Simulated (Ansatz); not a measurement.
A short molecular-dynamics run on FeCl3.

```yaml
crystal:
  periodic: [false, false, false]
  atoms:
    - {symbol: Fe, position_ang: [-0.000392, 0.000023, 0.009079]}
    - {symbol: Cl, position_ang: [2.143849, -0.026627, 0.020101]}
    - {symbol: Cl, position_ang: [-1.048663, 1.870618, -0.016819]}
    - {symbol: Cl, position_ang: [-1.094804, -1.844013, -0.012361]}
basis:
  gaussian: {orbitals: "6-31G*"}
magnetization: {spin_polarized: true, initial_magnetization: 5}
hamiltonian: {xc: {name: revPBE}, dispersion: d4}
md: {timestep: 0.5 fs, n_steps: 15, ensemble: nvt_langevin, temperature: 300, initial_velocities: maxwell_boltzmann, friction: 0.01, seed: 115}
scf: {omitted_lower_state_checks: [starts]}
```

```sh
$ ansatz run in.yaml --threads 4 --pin off --events-out ev --progress --plain --max-ram 3916MiB
```

```tsv
step	time (fs)	potential energy (eV)	kinetic (eV)	T (K)
0	0.0	-71944.3550	0.1163	225
1	0.5	-71944.3550	0.1157	224
2	1.0	-71944.3548	0.1244	241
3	1.5	-71944.3545	0.1212	234
4	2.0	-71944.3540	0.1166	226
5	2.5	-71944.3534	0.1314	254
6	3.0	-71944.3526	0.1270	246
7	3.5	-71944.3517	0.1270	246
8	4.0	-71944.3508	0.1229	238
9	4.5	-71944.3498	0.1187	230
10	5.0	-71944.3488	0.1240	240
11	5.5	-71944.3478	0.1217	235
12	6.0	-71944.3467	0.1208	234
13	6.5	-71944.3456	0.1307	253
14	7.0	-71944.3444	0.1377	266
15	7.5	-71944.3431	0.1297	251
```

Velocities are drawn at the set temperature; a run this short doesn't reach equilibrium. Under Langevin dynamics the printed temperature counts 3N degrees of freedom, so it starts below the set value.

The 6-31G sets use Cartesian d functions.

Frames (Å, forces in eV/Å):

```xyz
4
time=0.0 fs
Fe    0.000    0.000    0.009    0.001    0.000   -0.009
Cl    2.144   -0.027    0.020    0.023    0.000    0.003
Cl   -1.049    1.871   -0.017   -0.012    0.020    0.003
Cl   -1.095   -1.844   -0.012   -0.012   -0.019    0.003
4
time=0.5 fs
Fe    0.000    0.001    0.008   -0.016   -0.051   -0.008
Cl    2.144   -0.028    0.021    0.022    0.000    0.003
Cl   -1.048    1.871   -0.018   -0.018    0.031    0.002
Cl   -1.097   -1.845   -0.011    0.011    0.020    0.003
4
time=1.0 fs
Fe    0.001    0.003    0.008   -0.030   -0.102   -0.007
Cl    2.145   -0.029    0.023    0.018    0.000    0.003
Cl   -1.047    1.871   -0.019   -0.024    0.043    0.002
Cl   -1.100   -1.846   -0.010    0.035    0.059    0.003
4
time=1.5 fs
Fe    0.001    0.004    0.007   -0.044   -0.151   -0.006
Cl    2.146   -0.030    0.024    0.014    0.000    0.002
Cl   -1.046    1.871   -0.019   -0.029    0.053    0.001
Cl   -1.102   -1.847   -0.009    0.059    0.098    0.003
4
time=2.0 fs
Fe    0.002    0.005    0.006   -0.059   -0.196   -0.005
Cl    2.146   -0.031    0.026    0.011    0.000    0.002
Cl   -1.045    1.872   -0.020   -0.033    0.061    0.001
Cl   -1.104   -1.848   -0.008    0.081    0.135    0.003
4
time=2.5 fs
Fe    0.002    0.006    0.005   -0.076   -0.238   -0.004
Cl    2.147   -0.031    0.027    0.010    0.001    0.001
Cl   -1.044    1.873   -0.021   -0.036    0.067    0.000
Cl   -1.106   -1.849   -0.007    0.102    0.170    0.002
4
time=3.0 fs
Fe    0.003    0.007    0.005   -0.095   -0.280   -0.003
Cl    2.147   -0.032    0.029    0.012    0.001    0.001
Cl   -1.043    1.873   -0.021   -0.040    0.075    0.000
Cl   -1.108   -1.850   -0.005    0.123    0.205    0.002
4
time=3.5 fs
Fe    0.003    0.009    0.004   -0.113   -0.321   -0.002
Cl    2.147   -0.033    0.031    0.015    0.001    0.001
Cl   -1.042    1.874   -0.022   -0.045    0.083   -0.001
Cl   -1.111   -1.851   -0.004    0.143    0.237    0.002
4
time=4.0 fs
Fe    0.004    0.010    0.004   -0.129   -0.359   -0.001
Cl    2.147   -0.034    0.033    0.015    0.000    0.001
Cl   -1.041    1.874   -0.023   -0.048    0.091   -0.001
Cl   -1.113   -1.851   -0.002    0.162    0.268    0.001
4
time=4.5 fs
Fe    0.004    0.011    0.003   -0.141   -0.393    0.001
Cl    2.148   -0.035    0.034    0.012    0.000    0.000
Cl   -1.040    1.875   -0.024   -0.051    0.097   -0.001
Cl   -1.116   -1.852    0.000    0.180    0.296    0.001
4
time=5.0 fs
Fe    0.005    0.011    0.003   -0.152   -0.422    0.002
Cl    2.148   -0.035    0.036    0.007    0.000    0.000
Cl   -1.039    1.875   -0.024   -0.053    0.099   -0.002
Cl   -1.118   -1.853    0.002    0.197    0.323    0.000
4
time=5.5 fs
Fe    0.005    0.012    0.003   -0.161   -0.450    0.004
Cl    2.149   -0.036    0.037    0.001    0.000   -0.001
Cl   -1.038    1.876   -0.024   -0.054    0.102   -0.002
Cl   -1.120   -1.853    0.004    0.213    0.348   -0.001
4
time=6.0 fs
Fe    0.005    0.013    0.002   -0.167   -0.478    0.006
Cl    2.149   -0.037    0.038   -0.006    0.000   -0.001
Cl   -1.037    1.877   -0.025   -0.056    0.106   -0.003
Cl   -1.123   -1.853    0.006    0.228    0.372   -0.002
4
time=6.5 fs
Fe    0.005    0.014    0.002   -0.171   -0.504    0.008
Cl    2.150   -0.038    0.040   -0.014    0.000   -0.002
Cl   -1.036    1.877   -0.025   -0.058    0.111   -0.003
Cl   -1.125   -1.854    0.009    0.243    0.394   -0.003
4
time=7.0 fs
Fe    0.006    0.015    0.001   -0.174   -0.532    0.010
Cl    2.151   -0.039    0.041   -0.024    0.000   -0.002
Cl   -1.036    1.878   -0.026   -0.060    0.116   -0.004
Cl   -1.128   -1.854    0.011    0.257    0.416   -0.004
4
time=7.5 fs
Fe    0.006    0.016    0.001   -0.176   -0.561    0.012
Cl    2.152   -0.039    0.042   -0.033    0.000   -0.003
Cl   -1.035    1.878   -0.026   -0.063    0.122   -0.004
Cl   -1.130   -1.854    0.014    0.272    0.439   -0.005
```

Run time 28 s (4 threads of Arm Neoverse V1 on a shared host).
